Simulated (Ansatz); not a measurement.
Reading a saddle point

A first-order saddle point of BH2Cl3, closed shell, PBE0-D4/def2-TZVP, with one imaginary mode of 882i cm⁻¹:

```
atom    x (Å)    y (Å)    z (Å)
  B1  -0.2627   0.2361  -0.0952
 Cl2   1.7467  -0.3705  -0.1976
 Cl3  -1.0199   0.0348  -1.6699
 Cl4  -0.3776   1.7452   0.8010
  H5   0.4804  -0.8890   0.4905
  H6  -0.5669  -0.7567   0.6712
```

Computed with Ansatz 0.2.0 (basis: def2-TZVPP and def2-QZVPP); correlated methods freeze the cores. Extrapolation: Hartree–Fock as exp(−7.88 √X), correlation as X^−2.97.

(1) Which contacts change along the imaginary mode, and what lies on either side? (A judgement: the text doesn't fix the answer.)

(2) Which side is lower, and how far does the saddle lie above each? (Judge from chemistry; the value comes from the calculation.)

The T1 diagnostic stays at or below 0.012. The start structure is not quite a true minimum (one mode of 42i cm⁻¹). The end structure is not quite a true minimum (one mode of 60i cm⁻¹).

Answers

(1) Computed: The step is BCl₃ ([Cl][B]([Cl])[Cl]) + H₂ → BHCl₂ ([Cl][BH][Cl]) + HCl, with the molecules in contact on both sides. Shortening one way: B1–H6, Cl2–H5; lengthening the same way: B1–Cl2, H5–H6.
```
  pair  one side (Å)  saddle (Å)  other side (Å)
 B1–H6          3.26        1.29            1.19
Cl2–H5          3.46        1.53            1.28
B1–Cl2          1.74        2.10            3.36
 H5–H6          0.75        1.07            3.28
```

(2) By the calculation: The side with B1–Cl2, H5–H6 short is lower by 49.0 kJ/mol; the saddle lies 163.6 kJ/mol above it and 114.6 kJ/mol above the other (CCSD(T) at an estimated basis limit (MP2 extrapolated from triple and quadruple zeta, plus CCSD(T) − MP2 in triple zeta); electronic energies).

Labels in which every atom is bracketed show which atoms are joined, not bond orders.

For scale, one of the runs: CCSD(T)/def2-TZVPP, 185 basis functions, launched by `ansatz run in.yaml --threads 2 --pin off --events-out ev --progress --plain --max-ram 4352MiB`. Time: 84 s of wall clock on 2 CPU threads of an Arm Neoverse N1; the host was shared. Peak host memory: 1.7 GiB.
